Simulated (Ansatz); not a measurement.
SbAs₃⁻, that is AsAsAsSb tetrahedron with one electron more. Total charge -1; doublet. Geometry PBE0-D4/def2-SVP, that of the neutral singlet; atoms count from 1.

```xyz
4

As   -1.4486    0.4038    0.1816
As    0.6598    0.0527    1.3625
As    0.6598    1.0545   -0.8644
Sb    0.1291   -1.5110   -0.6797
```

In the def2 sets Sb takes a core potential; there is no spin–orbit coupling. The highest occupied level of the charge -1 doublet lies above zero (up to 1.45 eV). Energy differences put its binding near zero (0.01 eV; vertical, against the charge 0 singlet, at PBE0-D4/def2-TZVPD), which leaves it undecided.

Question: Estimate the Mulliken populations from the PBE0/def2-TZVPD orbitals of Ansatz.

Answer: 
```tsv
atom	charge (e)	spin (α − β)
As1	-0.34	0.27
As2	-0.24	-0.06
As3	-0.34	0.27
Sb4	-0.09	0.52
```
Mulliken values depend strongly on the basis. With diffuse functions, as here, like atoms can get unlike values, and bond orders can come out too low or too high.

Question: Where does the spin sit?

Answer: Summed by element: As 0.48, Sb 0.52, of 1 unpaired in all. Largest on single atoms: Sb4 0.52, As1 0.27, As3 0.27.

Question: And the Mayer bond orders between heavy atoms (over 0.3)?

Answer: As1–As2 1.03 (2.44 Å); As1–As3 1.11 (2.44 Å); As1–Sb4 0.91 (2.63 Å); As2–As3 1.03 (2.44 Å); As2–Sb4 0.96 (2.63 Å); As3–Sb4 0.91 (2.63 Å).
